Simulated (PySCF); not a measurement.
Calculated NMR parameters of ClC=C1C=CC=C1

```
Formula                               : C6H5Cl
SMILES                                : ClC=C1C=CC=C1
InChI                                 : InChI=1S/C6H5Cl/c7-5-6-3-1-2-4-6/h1-5H
Point group of the computed structure : Cs
Degrees of unsaturation               : 4
Carbon signals                        : 6
Proton signals                        : 5
```

Bonds (- single, = double, # triple, : aromatic): Cl1-C2 1.705 Å, C2=C3 1.339 Å, C3-C4 1.458 Å, C4=C5 1.345 Å, C5-C6 1.455 Å, C6=C7 1.344 Å, C7-C3 1.461 Å. C2 carries H8; C4 carries H9; C5 carries H10; C6 carries H11; C7 carries H12.

Theoretical values (PySCF): GFN2-xTB structure, shielding tensors at PBE0/pcSseg-1 (GIAO). In vacuum, one computed conformer, non-relativistic.

References, each an isolated molecule treated in the same way: ¹H (31.72 ppm), ¹³C (186.93 ppm) against TMS.

| carbon | δC, type | δH (multiplicity) | HMBC from (2–3 bonds) | span of the C tensor (ppm) |
| --- | --- | --- | --- | --- |
| C2 | 144.0, CH | 6.92 (s) | H9, H12 | 160 |
| C3 | 154.8, C | – | H8, H9, H10, H11, H12 | 195 |
| C4 | 125.5, CH | 6.82 (m) | H8, H10, H11, H12 | 199 |
| C5 | 141.4, CH | 6.75 (m) | H9, H11, H12 | 204 |
| C6 | 139.5, CH | 6.61 (m) | H9, H10, H12 | 199 |
| C7 | 128.8, CH | 6.18 (d) | H8, H9, H10, H11 | 189 |

- Carbon types of the structure: 1 × C, 5 × CH, which accounts for all hydrogens.
- δC 154.8: fully substituted alkene carbon; as expected for a trigonal carbon in a double bond.
- δC 144.0, 141.4, 139.5, 128.8, 125.5: alkene CH; the olefinic region.
- δH 6.92, 6.82, 6.75, 6.61, 6.18: hydrogen on an alkene CH; olefinic region.

Carbons that carry Cl, above all several Cl atoms, come out too deshielded, partly because spin–orbit coupling is missing. Shifts are as computed. Against solution values, carbons near 30 ppm lie about +3 ppm off and those near 130 ppm about +5 ppm; carbons on Cl a further +6 ppm. Of 1211 compounds with measured shifts, 218 miss one by over three times the rms of a fit or turn the order of signals round; such compounds aren't used in these exercises. No couplings were computed; multiplicities are counted from neighbouring protons, with m where these are inequivalent, close in shift, in a saturated or five-membered ring or joined by F or P, and br s for small geminal =CH2 splittings.
